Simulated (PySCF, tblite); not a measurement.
Isomers of C3H8OPSi2 (doublet state), one GFN2-xTB conformer each. Single-point energies are computed at B3LYP/pcH-1 (PySCF, gas phase, no added dispersion term), electronic only. GFN2-xTB treats the open shell by occupation alone, and not every SCF solution was tested for stability.

```
           SMILES  GFN2-xTB relative energy (kJ/mol)
CO[SiH2]C#C[SiH]P                                0.0
CO[SiH]C#C[SiH2]P                               34.0
```

Conformers: `[CH3:1][O:2][SiH2:3][C:4]#[C:5][SiH:6][PH2:7]` (doublet state) with C1–O2–Si3–C4 -55°, C5–Si6–P7–H -68° and -161°; `[CH3:1][O:2][SiH:3][C:4]#[C:5][SiH2:6][PH2:7]` (doublet state) with C1–O2–Si3–C4 -65°, C5–Si6–P7–H -48° and 45°.

**Question.** What does B3LYP/pcH-1 give for the same structures?

**Answer.** 
| SMILES | B3LYP/pcH-1 E (Eh) | B3LYP/pcH-1 (kJ/mol) | GFN2-xTB (kJ/mol) | point group |
| --- | --- | --- | --- | --- |
| CO[SiH2]C#C[SiH]P | -1114.68510 | 0.0 | 0.0 | C1 |
| CO[SiH]C#C[SiH2]P | -1114.67421 | 28.6 | 34.0 | C1 |

Both levels put the same isomer lowest. 

**Question.** What happens when harmonic zero-point energies from GFN2-xTB frequencies are added?

**Answer.** 
```tsv
SMILES	ZPE (kJ/mol)	electronic (kJ/mol)	with ZPE (kJ/mol)
CO[SiH2]C#C[SiH]P	242.5	0.0	0.0
CO[SiH]C#C[SiH2]P	241.1	28.6	27.3
```

The zero-point energies span 1.4 kJ/mol. The order is unchanged.
